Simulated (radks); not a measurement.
Excited configurations of Ba+: one electron is placed in a higher orbital outside [Xe]. The ground configuration is [Xe] 6s1. Calculated with a radial shooting solver on a logarithmic mesh with Libxc functionals: Dirac Kohn-Sham, LDA (Slater exchange, Perdew-Wang correlation), spin-unpolarised, spherical densities, finite nucleus; open shells are shared between the two j in proportion to 2j + 1; Fermi nuclear charge, rms radius 4.8378 fm. Excitation = E - E(ground); binding = E(ion) - E, where the ion is the core of charge +2; n* = 2/sqrt(2 binding) in atomic units, and the quantum defect is n - n*. Eigenvalue and <r> are those of j = l + 1/2.

| outer orbital | excitation (eV) | binding (eV) | quantum defect | eigenvalue (eV) |
|---|---|---|---|---|
| 4f | 4.793 | 5.371 | 0.817 | -2.163 |
| 5f | 6.723 | 3.441 | 1.023 | -2.463 |
| 6p | 2.695 | 7.468 | 3.301 | -5.588 |
| 6d | 5.661 | 4.503 | 2.523 | -3.390 |
| 6f | 7.852 | 2.311 | 1.148 | -1.764 |
| 7s | 5.151 | 5.012 | 3.705 | -3.973 |
| 7d | 7.382 | 2.781 | 2.576 | -2.177 |
| 7f | 8.515 | 1.649 | 1.255 | -1.299 |

The Delta-SCF ionisation energy is 10.163 eV (NIST Atomic Spectra Database: 10.004 eV, measured). Self-interaction in the functional shifts the binding energies and quantum defects, so they are the method's values and not measured ones. Spin polarisation and multiplet splitting are left out, so open shells lie too high by an amount that depends on their filling.

Beside tabulated values, note that spin-unpolarised runs miss the spin-polarisation part of the exchange energy of open shells.
